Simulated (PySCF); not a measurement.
PySCF job for BrClH₃NSi, SMILES Br[SiH](Cl)N, SMD-M06-2X/def2-SVP. Geometry: B3LYP-D3(BJ)/def2-SVP. The structure was generated by enumeration, and PubChem lists no compound with its InChIKey, so it may never have been made. The values are those of a single conformer.

```python
import numpy as np
from pyscf import gto, scf, dft
from pyscf.solvent import smd

mol = gto.M(
    atom='''
    Si    0.32486271   -0.64617186    0.52264373
    N     1.99715770   -0.82019034    0.21679244
    Cl   -0.90239729   -1.92350311   -0.57507684
    Br   -0.23194330    1.44297004   -0.02604115
    H     0.04188267   -0.90565976    1.94862784
    H     2.48997893   -1.64388522    0.55153110
    H     2.39872613   -0.46711484   -0.64697175
    ''',
    basis='def2-SVP',
    charge=0,
    spin=0,
    max_memory=1600,
    verbose=3,
)
mf = dft.RKS(mol, xc='m06-2x').density_fit(auxbasis='def2-universal-jkfit')
mf.grids.level = 4
mf.conv_tol = 1e-9
mf.max_cycle = 100
mf.kernel()
res = {}
for name in ['water', 'benzene', 'dimethylsulfoxide']:
    s = mf.SMD()
    s.with_solvent.solvent, s.with_solvent.sasa_ng = name, 302
    s.kernel(mf.make_rdm1())
    res[name] = (s.e_tot, s.with_solvent.get_cds(), s.dip_moment(), s.mo_energy, s.converged)
    print(f'SMD {name}: dG(solv) = {(s.e_tot - mf.e_tot) * 627.509474:.3f} kcal/mol, of which CDS {res[name][1] * 627.509474:.3f}')
```

It prints:

```
converged SCF energy = -3379.93185348036
converged SCF energy = -3379.93735479101
Dipole moment(X, Y, Z, Debye):  2.94941, -1.43760,  0.49707
SMD water: dG(solv) = -3.452 kcal/mol, of which CDS 1.868
converged SCF energy = -3379.93937671201
Dipole moment(X, Y, Z, Debye):  2.62350, -1.24282,  0.42902
SMD benzene: dG(solv) = -4.721 kcal/mol, of which CDS -2.352
converged SCF energy = -3379.94112806819
Dipole moment(X, Y, Z, Debye):  2.94133, -1.43230,  0.49558
SMD dimethylsulfoxide: dG(solv) = -5.820 kcal/mol, of which CDS -0.575
```

Self-consistency was reached.

Cost: about 60 core-seconds (a rough figure).
